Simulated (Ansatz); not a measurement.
Geometry optimisation, RKS PBE0/def2-SVP in Ansatz 0.2.0.

Input file:

```yaml
crystal:
  periodic: [false, false, false]
  atoms:
    - { symbol: O, position_ang: [-0.2181, 1.1958, -1.0966] }
    - { symbol: Al, position_ang: [-0.1358, -0.3117, -0.1364] }
    - { symbol: O, position_ang: [-0.80605, -1.84703, -0.82336] }
    - { symbol: F, position_ang: [0.5041, -0.29924, 1.50753] }
    - { symbol: H, position_ang: [-1.1361, 1.6192, -0.8575] }
    - { symbol: H, position_ang: [-1.78921, -1.84297, -0.56182] }
basis:
  gaussian: { orbitals: def2-SVP }
hamiltonian:
  xc: pbe0
relax:
  f_tol: 0.015
  max_steps: 40
```

Launched with:

```bash
$ ansatz run input.yaml --threads 1 --pin off --max-ram 2048MiB --backend cpu --events-out ev --progress --plain --runs-dir out
```

Task: Where does it end, and by what steps?

Result: The run converged. After 9 steps the energy has fallen by 1.017 eV; H5 moved furthest, 0.94 Å.

| step | energy less start (eV) | largest force component (eV/Å) | accepted |
| --- | --- | --- | --- |
| 0 | 0.0000 | 2.702 | yes |
| 1 | -0.3592 | 1.889 | yes |
| 2 | -0.5624 | 1.172 | yes |
| 3 | -0.6908 | 0.598 | yes |
| 4 | -0.7919 | 0.310 | yes |
| 5 | -0.8941 | 0.462 | yes |
| 6 | -0.9835 | 0.165 | yes |
| 7 | -1.0164 | 0.016 | yes |
| 8 | -1.0168 | 0.023 | yes |
| 9 | -1.0170 | 0.004 | yes |

```xyz
6
Properties=species:S:1:pos:R:3
O -0.638 1.177 -1.071
Al -0.522 -0.249 -0.179
O -1.183 -1.659 -0.824
F 0.227 -0.264 1.303
H -0.296 2.028 -0.796
H -1.168 -2.518 -0.401
```

Whether the end is a true minimum wasn't checked by a vibrational analysis.

Time of the run: 18 s on 1 thread of Intel(R) Xeon(R) Platinum 8488C (Sapphire Rapids) (shared host), peak memory 0.16 GiB.
